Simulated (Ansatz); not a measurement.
**Ligand exchange: KCl + C4H10S → KSH + C4H9Cl**

Species: KCl, singlet; C4H10S `CC(C)CS`, singlet; KSH `[SH][K]`, singlet; C4H9Cl (1-chloro-2-methylpropane) `CC(C)CCl`, singlet. The partners trade Cl for SH: K–Cl and C–SH bonds give way to K–SH and C–Cl.

Shapes, held fixed at every level: PBE0-D4/def2-TZVP. Flexible molecules stand in one conformer, not always the lowest. Programs: Ansatz 0.2.0. Electronic energies: no zero-point or thermal term.

```csv
level,kind,ΔE (kJ/mol),less CCSD(T)/def2-TZVPP,CPU time (sum over the molecules)
HF/def2-TZVPP,Hartree–Fock,+97.1,+8.5,–
PBE-D4/def2-TZVPP,GGA,+84.3,-4.3,33 s
B3LYP-D4/def2-TZVPP,global hybrid,+90.3,+1.7,64 s
wB97M-V/def2-TZVPP,range-separated hybrid,+90.8,+2.2,1.9 min
wB97X-V/def2-TZVPP,range-separated hybrid,+93.3,+4.7,80 s
B2PLYP/def2-TZVPP,double hybrid,+89.8,+1.2,71 s
CCSD(T)/def2-TZVPP,coupled cluster or CI,+88.6,0.0,31 min
```

The highest level, CCSD(T)/def2-TZVPP, gives ΔE = +88.6 kJ/mol; the levels span +84.3 to +97.1. The column of differences is taken from that level and isn't an error. No measured value is set beside it here. Correlated rows may include outer-core shells of K, which these sets cover unevenly. Times are processor times on shared x86 and Arm servers, and rough.
